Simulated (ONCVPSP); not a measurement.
**tantalum (Ta): one change to an ONCV potential, before and after**

| Item | Value |
| --- | --- |
| Element | Ta |
| Generator | ONCVPSP 4.0.1 |
| Type | optimised norm-conserving Vanderbilt (ONCV) |
| Functional | PBEsol |
| Relativity | scalar-relativistic |
| Frozen core | [Kr] 4d10 4f14 |
| Valence charge | 13 |
| Reference configuration | 5s2 5p6 5d3 6s1.75 6p0.25 |
| Partial waves | 5s+6s: rc 1.50 bohr, ncon 4, nbas 8, qcut 7.3 1/bohr, 2 projectors; 5p+6p: rc 2.05 bohr, ncon 4, nbas 9, qcut 8.4 1/bohr, 2 projectors; 5d: rc 2.90 bohr, ncon 4, nbas 9, qcut 6.6 1/bohr, 1 projector |
| Local potential | polynomial inside 1.45 bohr (lpopt 3, dvloc0 4 Ha) |
| Core correction | none |

Change: local potential polynomial inside 0.95 bohr (lpopt 5, dvloc0 2 Ha).

Cutoffs: the cutoffs (Ha) at which the residual kinetic energy of the hardest occupied pseudo-wave falls to 1 and 0.1 mHa per electron; they do not see the model core or the augmentation charge, which bear on the density cutoff. Errors are all-electron minus pseudo energies relative to the spin-unpolarised reference configuration.

Question: Predict the effect on cutoff, ghosts and configuration errors.

Answer: The potential gets neither clearly harder nor softer (22 Ha and 26 Ha → 22 Ha and 26 Ha); a bound ghost appears in s, which as a rule spoils a file; of the 4 tests that both files solve, the error grows in 1 and shrinks in 1 by more than 15 % and 0.3 meV (median size 1.2 → 1.0 meV); the range in which the d phases agree widens (upper end 0.8 → 3.9). In the separable form a ghost depends on how the local part lies against the semilocal potential of the channel, so the choice of the local part can create or remove one.

```tsv
quantity	base	changed
cutoff, loose	22 Ha	22 Ha
cutoff, tight	26 Ha	26 Ha
bound ghosts	none	s
GHOST(+) flags under 300 eV	none	p at 158.9 eV
error for 5s2 5p6 5d3 6s2 6p0, meV [ΔE -1.03 eV]	+0.3	+0.3
error for 5s2 5p6 5d3 6s1 6p0, meV [ΔE 7.47 eV]	-2.0	-1.9
error for 5s2 5p6 5d3 6s0 6p0, meV [ΔE 22.45 eV]	-0.8	-0.3
error for 5s2 5p6 5d4 6s0 6p0, meV [ΔE 8.89 eV]	+1.5	+1.8
s: phases at 1.52 bohr within 0.05 rad from the reference energy up to (Ha; the scan ends near 5)	to the end of the scan	to the end of the scan
p: phases at 2.08 bohr within 0.05 rad from the reference energy up to (Ha; the scan ends near 5)	to the end of the scan	to the end of the scan
d: phases at 2.94 bohr within 0.05 rad from the reference energy up to (Ha; the scan ends near 5)	0.8	3.9
```

 A true bound ghost makes a file unfit for plane-wave use even where its test errors are small: the radial tests pick states by their node count and pass the ghost by.
